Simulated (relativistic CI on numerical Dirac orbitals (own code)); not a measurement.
Input to a radial Dirac CI calculation:

```
atom Er  Z=68  charge=0  electrons=68
nucleus A=166  rms_radius_fm=5.2516
hamiltonian dirac-coulomb  breit=on  qed=on  c_scale=1
orbitals kli  potential=per-configuration
slater_scale 0.85
correlation p86
mixing on
configurations
  [Xe] 4f12 6s2
  [Xe] 4f11 5d 6s2
  [Xe] 4f12 6s 6p
  [Xe] 4f11 6s2 6p
  [Xe] 4f11 5d2 6s
  [Xe] 4f12 6s 6f
  [Xe] 4f12 5d 6p
  [Xe] 4f12 6s 7s
  [Xe] 4f12 6s 7p
  [Xe] 4f11 6s2 8s
  [Xe] 4f12 6s 8s
  [Xe] 4f11 6s2 7s
  [Xe] 4f13 6s
  [Xe] 4f14
  [Xe] 4f13 7s
  [Xe] 4f12 7s2
  [Xe] 4f11 5d 7s2
  [Xe] 4f11 6p 7s2
end
```

Task: How did the run end?

Result: The self-consistent field of one configuration failed: SCF of 1s2 2s2 2p6 3s2 3p6 3d10 4s2 4p6 4d10 4f13 5s2 5p6 7s ended with code -2.
